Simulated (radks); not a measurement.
Task: These are the eigenvalues of the occupied orbitals of an atom or ion with whole-number occupations (eV). Calculated with a radial shooting solver on a logarithmic mesh with Libxc functionals: Dirac Kohn-Sham, PBE, spin-unpolarised, spherical densities, point nucleus.

orbital  eigenvalue
1s1/2     -31792.29
2s1/2     -6083.953
2p1/2     -5798.641
2p3/2     -5543.617
3s1/2     -2160.778
3p1/2     -2052.458
3p3/2     -1994.776
3d3/2     -1824.566
3d5/2     -1811.407

Which element is it, and in what charge state? The configuration may be excited. Open shells, if any, are shared by 2j + 1.

Result: Z = 51, antimony, charge +31: Sb31+ in [Ar] 3d2. The list shows which subshells hold electrons but not how many an open one holds; the 1s level, -1168.3 hartree, gives Z - s = 48.3 by -(Z - s)^2/2, which with screening and relativity narrows Z to a few neighbours, and the depths of the outer levels then fix element, charge and occupations together.
